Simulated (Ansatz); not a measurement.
NP, charge +1, doublet, at a GFN2-xTB geometry (a state made from the parent by changing its charge; the spin is typed, not shown lowest), with bond 2-1 at 1.8 times its length; SC-NEVPT2/6-31G, CASSCF(7,5) (Ansatz, a quantum-chemistry and plane-wave program).

The Ansatz input:
Ansatz 0.2 input:
```yaml
crystal:
  periodic: [false, false, false]
  atoms:
    - {symbol: N, position_ang: [-0.00000000, -0.00000000, -0.98877073]}
    - {symbol: P, position_ang: [0.00000000, 0.00000000, 1.62158400]}
basis:
  gaussian:
    orbitals: 6-31G
total_charge: 1
correlation: {method: sc_nevpt2, electrons: all, active_space: {window: {electrons: 7, orbitals: 5}}}
magnetization: {spin_polarized: false, initial_magnetization: 1}
```

What does Ansatz print? Leave out banner, timings and long lists.


```
Functional definition: HF
272 factors; integrals over basis functions are off by at most 1.6e-4 eV
mean field evaluation 1: about -10708.6863 eV, gradient 6.9e1 eV
mean field evaluation 2: about -10708.7378 eV, gradient 6.9e1 eV
mean field evaluation 4: about -10709.2632 eV, gradient 6.9e1 eV
mean field evaluation 8: about -10709.5723 eV, gradient 6.9e1 eV
mean field evaluation 16: about -10735.5789 eV, gradient 2.8e-2 eV
mean field evaluation 32: about -10734.8501 eV, gradient 2.1e-3 eV
mean field evaluation 64: about -10735.4625 eV, gradient 2.4e-1 eV
mean field evaluation 96: about -10735.4236 eV, gradient 1.8e0 eV
mean field evaluation 128: about -10735.4386 eV, gradient 3.8e-1 eV
mean field evaluation 160: about -10734.8978 eV, gradient 5.8e-1 eV
mean field evaluation 192: about -10728.6026 eV, gradient 1.6e1 eV
mean field evaluation 224: about -10729.3725 eV, gradient 9.0e-1 eV
mean field evaluation 256: about -10734.8327 eV, gradient 1.9e-3 eV
mean field evaluation 288: about -10734.7218 eV, gradient 1.2e-6 eV
mean field -10735.57890348 eV, -394.5252478661 hartree, gradient 5.8e-6 eV, S^2 0.750000; 18 other end points of the search recorded, 0 dependent functions left out
reference -10735.57890348 eV, -394.5252478661 hartree; 11, 10 occupied and 11, 12 virtual orbitals, 272 factors
state -10737.59340245 eV, -394.5992793379 hartree
state -10737.59340245 eV, -394.5992793379 hartree; corrected -10739.32993734 eV, -394.6630958181 hartree
state -10735.24520578 eV, -394.5129847017 hartree
state -10735.24520578 eV, -394.5129847017 hartree; corrected -10737.79533448 eV, -394.6067002032 hartree
state -10737.59340245 eV, -394.5992793379 hartree; corrected -10739.32993734 eV, -394.6630958181 hartree
WARN: 1 active orbitals are nearly empty or full. The corrections depend on them more than the energy does, and are more stable in an active space without them
Total energy: -10739.32993734 eV, -394.6630958181 hartree
```
